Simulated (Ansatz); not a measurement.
Reaction (substitution at a C–O bond): `CBCOC` + `[SiH3]SCS` → `CSCS[SiH3]` + `CBCO`

Calculated with Ansatz (gas phase, PBE0-D4/def2-TZVP geometries, no zero-point term in ΔE). CCSD(T)/CBS adds triple-zeta CCSD(T) − MP2 to the extrapolated MP2 energy (def2 sets, frozen cores). Functionals use def2-TZVPP. B3LYP here is the variant with VWN-RPA as its local correlation; programs differ in this. Each species was taken in one conformer, which may not be the lowest.

(1) Is it downhill or uphill in electronic energy at CCSD(T)/CBS, and by how much? (Estimate.)

(2) What do these levels give: PBE-D4, r2SCAN-D4, B3LYP-D4, ωB97M-V, PBE, r2SCAN, PBE0, B3LYP, CCSD/def2-TZVPP, HF/def2-QZVPP, SCS-MP2/def2-QZVPP, CCSD/CBS(def2)? (Best estimate.)

Largest T1 diagnostic among the species: 0.011.

Answers

(1) Ansatz gave: Downhill: ΔE = -0.41 eV.

(2) Computed: PBE-D4 -0.41, r2SCAN-D4 -0.38, B3LYP-D4 -0.35, ωB97M-V -0.38, PBE -0.38, r2SCAN -0.38, PBE0 -0.38, B3LYP -0.29, CCSD/def2-TZVPP -0.32, HF/def2-QZVPP -0.21, SCS-MP2/def2-QZVPP -0.39, CCSD/CBS(def2) -0.38 eV.

The D4 term adds −0.05 eV with B3LYP and −0.03 eV with PBE0; it sums over pairs of atoms, weighted by their polarisabilities, and B3LYP, whose exchange is more repulsive, gets the larger term. In def2-TZVPP, CCSD(T) changes the Hartree–Fock value by −0.14 eV (the triples alone add −0.02 eV) and MP2 by −0.21 eV.
